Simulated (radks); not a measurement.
Results of a calculation; reference values are marked as such.
Mean orbital radii <r> (bohr) of neutral xenon, [Xe], at several levels of relativity; Dirac values are averaged over j with weights 2j + 1. Spin-unpolarised spherical Kohn-Sham, PBE, point nucleus unless stated (finite: rms radius 4.7859 fm), a radial shooting solver on a logarithmic mesh with Libxc functionals. A level marked "c x" has the speed of light scaled by that factor and shares open shells by 2j + 1; other Dirac levels either fill j = l - 1/2 first or share by 2j + 1.

shell  non-rel.  scalar-rel.  scalar-rel., finite nucleus  Dirac, 2j+1 shares  change of magnitude, last against first (%)
1s      0.02814      0.02666                      0.02666             0.02665                                        -5.29
2s       0.1210       0.1146                       0.1146              0.1142                                        -5.66
2p       0.1030       0.1003                       0.1003              0.1001                                        -2.87
3s       0.3204       0.3064                       0.3064              0.3061                                        -4.47
3p       0.3106       0.3044                       0.3044              0.3040                                        -2.15
3d       0.2812       0.2809                       0.2809              0.2809                                        -0.11
4s       0.7466       0.7167                       0.7167              0.7167                                        -4.00
4p       0.7776       0.7649                       0.7649              0.7645                                        -1.69
4d       0.8709       0.8768                       0.8768              0.8772                                        +0.73
5s        1.943        1.862                        1.862               1.863                                        -4.14
5p        2.331        2.313                        2.313               2.313                                        -0.76
